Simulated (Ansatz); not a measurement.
C2H6Mn⁺, that is MnMe2 with one electron fewer. The state is a septet with charge 1. Geometry r2SCAN-D4/def2-TZVP, that of the neutral sextet; atoms count from 1.

```xyz
9

Mn   -0.020   -0.010   -0.024
C    -1.395   -0.622    1.390
H    -1.614    0.165    2.122
H    -1.044   -1.490    1.962
H    -2.355   -0.909    0.945
C     1.392    0.621   -1.393
H     1.019    0.595   -2.424
H     2.296   -0.001   -1.373
H     1.719    1.651   -1.205
```

Question: Estimate the Mulliken populations from the PBE0/def2-TZVP orbitals of Ansatz.

Answer: 
| atom | charge (e) | spin (α − β) | d electrons |
| --- | --- | --- | --- |
| Mn1 | 0.69 | 5.16 | 5.23 |
| C2 | -0.47 | 0.40 | – |
| H3 | 0.21 | 0.01 | – |
| H4 | 0.21 | 0.01 | – |
| H5 | 0.21 | 0.01 | – |
| C6 | -0.47 | 0.40 | – |
| H7 | 0.21 | 0.01 | – |
| H8 | 0.21 | 0.01 | – |
| H9 | 0.21 | 0.01 | – |
Mulliken values depend strongly on the basis.

Question: Where does the spin sit?

Answer: Summed by element: Mn 5.16, C 0.79, H 0.05, of 6 unpaired in all. Largest on single atoms: Mn1 5.16, C6 0.40, C2 0.40.

Question: And the Mayer bond orders between heavy atoms (over 0.3)?

Answer: Mn1–C2 0.72 (2.06 Å); Mn1–C6 0.72 (2.06 Å).
